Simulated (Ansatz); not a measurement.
The cluster Mg₅H₁₀. Charge 0, multiplicity 1. Geometry r2SCAN-D4/def2-SVP; atoms count from 1.

```xyz
15

Mg   -1.8984    1.4679   -1.3507
Mg    1.4427   -2.5267    0.0223
Mg   -0.9869   -0.7697    0.5246
Mg   -0.2749    1.9735    1.1073
Mg    1.8054    0.3144    0.1077
H    -1.4610    2.7729    0.0364
H     2.3924   -1.0158   -0.9373
H    -0.0128    0.6862   -0.4813
H    -2.0682    1.9205   -2.9912
H    -0.4317   -2.3155   -0.2704
H     1.0650   -0.9704    1.2532
H     1.6022    1.9259    1.0365
H    -2.4419   -0.0186   -0.3662
H     2.2743   -3.9825    0.3671
H    -1.0061    0.5379    1.9421
```

The structure comes from a short search, and lower isomers may exist.

(1) Estimate the Mulliken populations from the PBE0/def2-TZVP orbitals of Ansatz.

Answers

(1) 
```tsv
atom	charge (e)
Mg1	0.37
Mg2	0.28
Mg3	0.93
Mg4	0.61
Mg5	0.75
H6	-0.32
H7	-0.25
H8	-0.54
H9	-0.22
H10	-0.28
H11	-0.32
H12	-0.26
H13	-0.30
H14	-0.21
H15	-0.24
```
Mulliken values and Mayer orders depend strongly on the basis.
